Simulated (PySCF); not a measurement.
Co²⁺ (cobalt, charge +2): M06-L calculation

Configuration: [Ar] 3d7, high-spin 4F determinant. All numbers are calculated (PySCF 2.14, scalar relativity by spin-free X2C-1e, in aug-cc-pVDZ-DK).

| Quantity | Value |
| --- | --- |
| Total energy | -1392.254 hartree |
| One-electron energy | -1908.492 hartree |
| Hartree (Coulomb) energy | 575.755 hartree |
| Exchange-correlation energy | -59.518 hartree |
| ⟨S²⟩ | 3.7545 |
| ⟨L²⟩ | 12.009 |
| Sum of ⟨r⟩ | 15.47 bohr |
| Sum of ⟨r²⟩ | 15.81 bohr² |
| Langevin diamagnetic susceptibility | -12.5 ×10⁻⁶ cm³/mol |
| Time after the integrals | 2.3 s of wall time on 1 thread of Neoverse-V2 (shared host) |

```json
{"shell": "1s α", "electrons": "1", "mean orbital energy (hartree)": "-280.28837", "spread (hartree)": "0", "rms radius, mean of both spins (bohr)": "0.0649"}
{"shell": "1s β", "electrons": "1", "mean orbital energy (hartree)": "-280.28725", "spread (hartree)": "0", "rms radius, mean of both spins (bohr)": "0.0649"}
{"shell": "2s α", "electrons": "1", "mean orbital energy (hartree)": "-34.13690", "spread (hartree)": "0", "rms radius, mean of both spins (bohr)": "0.276"}
{"shell": "2s β", "electrons": "1", "mean orbital energy (hartree)": "-34.05623", "spread (hartree)": "0", "rms radius, mean of both spins (bohr)": "0.276"}
{"shell": "2p α", "electrons": "3", "mean orbital energy (hartree)": "-29.23048", "spread (hartree)": "0", "rms radius, mean of both spins (bohr)": "0.249"}
{"shell": "2p β", "electrons": "3", "mean orbital energy (hartree)": "-29.17081", "spread (hartree)": "0.00001", "rms radius, mean of both spins (bohr)": "0.249"}
{"shell": "3s α", "electrons": "1", "mean orbital energy (hartree)": "-4.68404", "spread (hartree)": "0", "rms radius, mean of both spins (bohr)": "0.830"}
{"shell": "3s β", "electrons": "1", "mean orbital energy (hartree)": "-4.47400", "spread (hartree)": "0", "rms radius, mean of both spins (bohr)": "0.830"}
{"shell": "3p α", "electrons": "3", "mean orbital energy (hartree)": "-3.25961", "spread (hartree)": "0", "rms radius, mean of both spins (bohr)": "0.886"}
{"shell": "3p β", "electrons": "3", "mean orbital energy (hartree)": "-3.06334", "spread (hartree)": "0.00002", "rms radius, mean of both spins (bohr)": "0.886"}
{"shell": "3d α", "electrons": "5", "mean orbital energy (hartree)": "-1.04248", "spread (hartree)": "0.03564", "rms radius, mean of both spins (bohr)": "1.15"}
{"shell": "3d β", "electrons": "2", "mean orbital energy (hartree)": "-0.94084", "spread (hartree)": "0.00003", "rms radius, mean of both spins (bohr)": "1.15"}
```

Densities and radii are taken from the X2C orbitals without a picture-change correction, which distorts them close to the nucleus.
